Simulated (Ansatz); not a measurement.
Species: C₄H₈O, SMILES `OCC1CC1` (H–O–C–C torsion -58°, O–C–C–C torsion -77°) (charge 0, multiplicity 1), formula C4H8O.

How many basis functions does frozen-core CCSD(T)/def2-TZVPP // TPSSh-D3(BJ)/def2-TZVP in Ansatz (an electronic-structure program) use, how many core orbitals are frozen, and how many electrons are correlated?

267 basis functions and 5 frozen orbitals, which leaves 30 correlated electrons. Core time is of the order of minutes.
